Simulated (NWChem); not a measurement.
A series in which one site is exchanged, each optimised at PBE0/def2-SVP with NWChem, gas phase unless a solvent is named. Low-valent species are run as closed-shell singlets; no triplet was tried in these runs. For some, no frequency run checked for a minimum. def2 effective core potentials on Sn, I; no spin-orbit coupling.

A: [Br][Sn][I] (SnIBr; site = Br)
B: [F][Sn][I] (SnIF; site = F)
C: [I][Sn][I] (SnI2; site = I)
D: [Cl][Sn][I] (SnICl; site = Cl)

| quantity | A | B | C | D |
|---|---|---|---|---|
| dipole (D), PBE0/def2-SVP | 2.93 | 3.29 | 2.75 | … |
| orbital gap (eV), PBE0/def2-SVP | 4.08 | 4.43 | 3.87 | … |
| static polarisability, B3LYP/def2-SVPD (bohr³) | 107.0 | 80.2 | 124.1 | … |
| lowest singlet excitation, B3LYP/def2-SVPD, TDA (eV) | 2.84 | 3.07 | 2.67 | … |

Problem. Fill in the missing entries.

Solution. 
- dipole (D), PBE0/def2-SVP, D: 3.05
- orbital gap (eV), PBE0/def2-SVP, D: 4.19
- static polarisability, B3LYP/def2-SVPD (bohr³), D: 97.2
- lowest singlet excitation, B3LYP/def2-SVPD, TDA (eV), D: 2.91
